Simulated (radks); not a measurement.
Fractional charge and spin in the 5s shell of tellurium: the spin-up occupation runs from 0 to 1 and the spin-down occupation from 0 to 1; the fullest corner is Te+, [Kr] 4d10 5p(up 1.5, down 1.5) 5s(up 1, down 1). Method: scalar-relativistic Kohn-Sham, r2SCAN, spin-polarised, spherical densities, finite nucleus; meta-GGA in the generalised Kohn-Sham scheme; Fermi nuclear charge, rms radius of each element as measured or else 0.836 A^(1/3) + 0.57 fm; computed with a radial shooting solver on a logarithmic mesh with Libxc functionals. Energy (eV) minus the two flat planes that join the four corners (they meet along the diagonal where the two added fractions sum to one electron); zero is where a piecewise linear energy would lie.

\begin{tabular}{lrrr}
down \ up & 0 & 0.5 & 1 \\ \hline
0 & 0.000 & -1.203 & 0.000 \\
0.5 & -1.203 & 0.434 & -1.124 \\
1 & 0.000 & -1.124 & 0.000 \\
\end{tabular}

Corners above the fullest one (they belong to Te2+ and the next ion): (up 1, down 0) 28.415 eV, (up 0, down 1) 28.415 eV, (up 0, down 0) 67.889 eV. With half an added electron in each spin the energy lies 0.434 eV from the planes, and with half an added electron in spin up alone -1.203 eV. The planes are only a guide here: the flat-plane condition holds for ground states with one frontier orbital, while this shell lies below other occupied shells, so the corners above the fullest one are inner-hole states and not the ground states of those ions.
